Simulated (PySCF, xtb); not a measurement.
B(Cl)(H)(NCO) (CHBClNO), SMILES O=C=NBCl. One conformer was computed; it need not be the lowest.

Harmonic wavenumbers (cm⁻¹) from GFN2-xTB (xtb) at its own minimum, in rising order: 71, 160, 357, 490, 523, 691, 722, 923, 1068, 1587, 2506, 2643.

Problem. What does ωB97X-D3(BJ)/def2-SVP run with PySCF give at its own minimum? (The exact figures need the calculation; the answer reports its results.)

Solution. 32, 143, 373, 601, 644, 790, 839, 943, 1163, 1653, 2485, 2699. Paired by order, the mean absolute difference is 65 cm⁻¹ and the zero-point energies are 16.8 and 17.7 kcal/mol.
